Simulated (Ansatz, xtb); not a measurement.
# Ranking isomers of CH9BN2Si

5 gas-phase structures of CH9BN2Si, from a drawn sample of its isomers (lower ones may exist). Each was relaxed with GFN2-xTB; where two conformers were screened, the lower at r2SCAN-D4/def2-SVP is listed:

A. `NB(N)C[SiH3]`, a singlet
B. `C[SiH2]B(N)N`, a singlet
C. `BN(C)[SiH2]N`, a singlet
D. `BN[Si@H](C)N`, a singlet
E. `NBCN[SiH3]`, a singlet

Question: Make a reasoned guess at their ranking by r2SCAN-D4/def2-SVP single-point energy.

Answer: Calculated order at r2SCAN-D4/def2-SVP: A (0.0), D (6.3), B (7.9), C (24.1), E (34.2) kcal/mol. CCSD(T)/def2-SVP + ΔMP2/def2-TZVPP after further relaxation puts D lowest instead.

Energies above the lowest of each column, in kcal/mol; the last columns are at B3LYP-D3(BJ)/def2-SVP geometries and were run for some of them only (a dash: not run or not comparable):

```csv
structure,GFN2-xTB,HF/STO-3G,r2SCAN-D4/def2-SVP,B3LYP-D3(BJ)/def2-SVP,CCSD(T)/def2-SVP + ΔMP2/def2-TZVPP
A,18.9,0.0,0.0,0.0,3.0
D,3.8,1.1,6.3,3.2,0.0
B,27.6,5.2,7.9,6.7,10.2
C,0.0,16.2,24.1,–,–
E,18.4,33.6,34.2,–,–
```

CCSD(T)/def2-SVP + ΔMP2/def2-TZVPP puts D lowest of those it was run on; GFN2-xTB picks C, HF/STO-3G picks A, r2SCAN-D4/def2-SVP picks A, B3LYP-D3(BJ)/def2-SVP picks A. CCSD(T)/def2-SVP + ΔMP2/def2-TZVPP orders those it was run on as D (0.0), A (3.0), B (10.2) kcal/mol. Flexible structures stand in one conformer each, not always the lowest. Frequencies (GFN2-xTB) were run for A, B, D alone. The ΔMP2 step shifts differences by up to 6.1 kcal/mol, which makes them less sure. ΔMP2 is the change of the MP2 energy from the smaller to the larger basis.

Over these structures GFN2-xTB departs from r2SCAN-D4/def2-SVP by 16.0 kcal/mol on average once a common shift is removed. A GFN2-xTB relaxation took about 0.41 s and the r2SCAN-D4/def2-SVP energy about 2.5 s on a shared host (Ansatz 0.2.0, xtb 6.7.1).
